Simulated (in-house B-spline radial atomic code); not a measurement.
A fraction x of an electron is moved 2p → 3p in K2+, starting from [Ne] 3s2 3p5 and keeping the highest spin. Computed with a radial B-spline atomic code at the basis-set limit: non-relativistic wB97X, spin-polarised, spherical fractional occupations, point nucleus.

Caution: exact exchange at fractional occupations of open shells leaves self-interaction of up to several eV.

```csv
x,E(x) - E(0) (eV),2p down level (eV),3p down level (eV)
0,0.0000,-312.489,-40.171
0.125,34.1477,-315.083,-41.039
0.25,?,?,?
0.375,103.0879,-320.243,-42.769
0.5,137.8789,-322.810,-43.630
0.625,172.8825,-325.367,-44.490
0.75,?,?,?
0.875,243.5230,-330.450,-46.210
1,279.1570,-332.973,-47.072
```

What belongs in the row x = 0.25?

An energy change of 68.5106 eV; 2p down at -317.667 eV, 3p down at -41.905 eV.

What belongs in the row x = 0.75?

An energy change of 208.0976 eV; 2p down at -327.914 eV, 3p down at -45.350 eV.

Check Janak's theorem between x = 0.375 and 0.5.

The slope of the energy is 278.33 eV; the orbital levels give 278.33 eV (ε of the receiving orbital less ε of the emptying one, averaged over the two points).
